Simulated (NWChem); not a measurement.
A series in which one site is exchanged, each optimised at PBE0/def2-SVP with NWChem, gas phase unless a solvent is named. All stand in one matching conformer (torsions within 35°), which need not be the lowest. 

A: [Cl][Al]([OH])[OH] (AlH₂O₂Cl; site = Cl)
B: [OH][AlH][OH] (AlH$_{3}$O$_{2}$; site = H)
C: [OH][Al]([OH])[F] (AlH2O2F; site = F)

**Question.** Rank them by static polarisability, PBE0/def2-SVPD (bohr³), lowest first.

**Answer.** C (30.1), B (34.4), A (44.1)
